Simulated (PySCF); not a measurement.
InO, SMILES [O]=[In], multiplicity 2.

Geometry optimised at B3LYP-D3(BJ)/def2-TZVP. The def2 effective core potentials stand for the cores of In; spin–orbit coupling is left out.

Level of theory: IEF-PCM-PBE0/def2-TZVPD in PySCF 2.14.0.

The values are the electrostatic part of the solvation free energy, E(continuum) − E(gas) at the gas-phase geometry, in a cavity of scaled van der Waals radii (PySCF's table); cavitation and dispersion terms are not included. A continuum can't describe solvent molecules that bind to the metal. The dipole moment in vacuum is 4.32 D.

```
solvent       ε  ΔG(elec) (kcal/mol)  dipole (D)
--------  -----  -------------------  ----------
water     78.36                -13.6        6.97
methanol  32.61                -13.1        6.88
n-hexane   1.88                 -4.4        5.13
```
